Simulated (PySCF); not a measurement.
These compounds are isomers of formula C7H11ClO2.

A. SMILES C=C[C@@H](C(=O)Cl)[C@@H](C)OC
B. `CC/C(C(=O)Cl)=C(\C)OC`
C. `C=C[C@@H](C)[C@@H](OC)C(=O)Cl`

Spectrum 1. ¹H NMR (400 MHz, computed): δ 5.81 (m, 1H), 5.70 (m, 1H), 5.67 (m, 1H), 3.61 (m, 1H), 3.53 (s, 3H), 3.34 (m, 1H), 1.06 (d, 3H). ¹³C{¹H} NMR (computed): δ 185.5 (C), 141.6 (CH), 130.7 (CH2), 82.7 (CH), 76.0 (CH), 59.3 (CH3), 17.1 (CH3).

Spectrum 2. ¹H NMR (400 MHz, computed): δ 6.18 (m, 1H), 5.45 (m, 1H), 5.31 (m, 1H), 3.78 (d, 1H), 3.60 (s, 3H), 2.98 (m, 1H), 1.28 (d, 3H). ¹³C{¹H} NMR (computed): δ 183.4 (C), 146.5 (CH), 123.8 (CH2), 94.2 (CH), 59.9 (CH3), 49.1 (CH), 20.6 (CH3).

Spectrum 3. ¹H NMR (400 MHz, computed): δ 3.94 (s, 3H), 2.61 (q, 2H), 2.14 (s, 3H), 1.10 (t, 3H). ¹³C{¹H} NMR (computed): δ 177.7 (C), 169.2 (C), 115.9 (C), 55.5 (CH3), 28.6 (CH2), 17.6 (CH3), 16.2 (CH3).

PySCF 2.14.0 with density-fitted response routines calculation with geometry from GFN2-xTB and PBE0/pcSseg-1 with gauge-including orbitals; rapidly exchanging positions averaged, non-relativistic, isolated molecule, one computed conformer.

Chemical shifts δ = σref − σ; TMS for ¹H and ¹³C, all at this level. Where no couplings were computed, multiplicities follow the n + 1 count of equivalent neighbours, and m marks all less simple cases (inequivalent or close neighbours, rings, F or P nearby). Shifts are as computed. Against solution values, carbons near 30 ppm lie about +3 ppm off and those near 130 ppm about +5 ppm; carbons on Cl a further +6 ppm. Of 1211 compounds with measured shifts, 218 miss one by over three times the rms of a fit or turn the order of signals round; such compounds aren't used in these exercises. Carbons bonded to Cl come out too deshielded.

**Question.** Match each spectrum to its structure.

**Answer.** 1–A, 2–C, 3–B.

- Spectrum 1 (A): 7 ¹³C signals; δC 141.6 is an alkene CH; δC 130.7 is a terminal =CH2 carbon.
- Spectrum 2 (C): 7 ¹³C signals; δC 146.5 is an alkene CH; δC 123.8 is a terminal =CH2 carbon.
- Spectrum 3 (B): 7 ¹³C signals; δC 177.7 is an alkene carbon bearing oxygen; δC 55.5 is a methyl carbon bonded to O.
